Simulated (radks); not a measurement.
Species: Dy LIV. Configuration: [Ne] 3s2 3p1.

Calculated with a radial shooting solver on a logarithmic mesh with Libxc functionals: scalar-relativistic Kohn-Sham, PBEsol, spin-polarised, spherical densities, point nucleus; open shells are filled with parallel spins first (spin-orbit coupling, left out, can overturn this in heavy ions).

Energy parts (eV):
part                      energy
total                 -249552.14
kinetic                274463.67
electron-nucleus      -544761.79
Hartree                 24181.56
exchange-correlation    -3435.58

Orbitals (lengths in bohr, moments of r in powers of bohr; <r^-3> diverges for s and p1/2):
1s up: occ. 1; eigenvalue (eV) -57637.05; <r^4> 9.887e-07; <r^2> 0.0006088
1s down: occ. 1; eigenvalue (eV) -57633.57; <r^4> 9.886e-07; <r^2> 0.0006088
2s up: occ. 1; eigenvalue (eV) -12724.54; <r^4> 0.0001450; <r^2> 0.009237
2s down: occ. 1; eigenvalue (eV) -12721.63; <r^4> 0.0001447; <r^2> 0.009232
2p up: occ. 3; eigenvalue (eV) -11755.71; <r^4> 0.0001071; <r^-3> 13200; <r^2> 0.007420
2p down: occ. 3; eigenvalue (eV) -11751.91; <r^4> 0.0001069; <r^-3> 13190; <r^2> 0.007417
3s up: occ. 1; eigenvalue (eV) -5163.410; <r^4> 0.003869; <r^2> 0.05154
3s down: occ. 1; eigenvalue (eV) -5149.662; <r^4> 0.003880; <r^2> 0.05160
3p up: occ. 1; eigenvalue (eV) -4871.859; <r^4> 0.003702; <r^-3> 3581; <r^2> 0.04955
3p down: occ. 0; eigenvalue (eV) -4858.195; <r^4> 0.003713; <r^-3> 3580; <r^2> 0.04960
3d up: occ. 0; eigenvalue (eV) -4593.024; <r^4> 0.002390; <r^-3> 504.6; <r^2> 0.03818
3d down: occ. 0; eigenvalue (eV) -4581.668; <r^4> 0.002389; <r^-3> 506.2; <r^2> 0.03815
4s up: occ. 0; eigenvalue (eV) -2762.841; <r^4> 0.04173; <r^2> 0.1746
4s down: occ. 0; eigenvalue (eV) -2757.822; <r^4> 0.04191; <r^2> 0.1750
4p up: occ. 0; eigenvalue (eV) -2643.207; <r^4> 0.04271; <r^-3> 1443; <r^2> 0.1753
4p down: occ. 0; eigenvalue (eV) -2638.287; <r^4> 0.04290; <r^-3> 1442; <r^2> 0.1757
4f up: occ. 0; eigenvalue (eV) -2472.398; <r^4> 0.02075; <r^-3> 64.11; <r^2> 0.1184
4f down: occ. 0; eigenvalue (eV) -2463.262; <r^4> 0.02101; <r^-3> 63.61; <r^2> 0.1192

The highest occupied level is 3p up at -4871.9 eV. Spin moment in Bohr magnetons: 1.
